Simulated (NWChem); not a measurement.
A series in which one site is exchanged, each optimised at PBE0/def2-SVP with NWChem, gas phase unless a solvent is named. All stand in one matching conformer (torsions within 35°), which need not be the lowest. This build's default masses of Se (78.918 u) and Br (79.917 u) are each other's, which moves their modes by up to 0.6 %. Shieldings are non-relativistic GIAO values without spin-orbit effects.

A: [NH2][GaH][Cl] (GaNH3Cl; site = Cl)
B: [NH2][GaH2] (GaNH₄; site = H)
C: [F][GaH][NH2] (GaNH$_{3}$F; site = F)
D: [Br][GaH][NH2] (GaNH$_{3}$Br; site = Br)

Values for A:

```
Quantity                                                  Value
--------------------------------------------------------  -----
dipole (D), PBE0/def2-SVP                                  2.72
lowest singlet excitation, CAM-B3LYP/def2-SVPD, TDA (eV)   6.34
15N shift against ammonia, PBE/pcSseg-1 (ppm)              74.1
```

How do these values change for the other members?


```csv
change from A,B,C,D
"dipole (D), PBE0/def2-SVP",-1.44,+0.10,-0.04
"lowest singlet excitation, CAM-B3LYP/def2-SVPD, TDA (eV)",-0.13,+0.02,-0.19
"15N shift against ammonia, PBE/pcSseg-1 (ppm)",+18.4,-16.9,+5.8
```
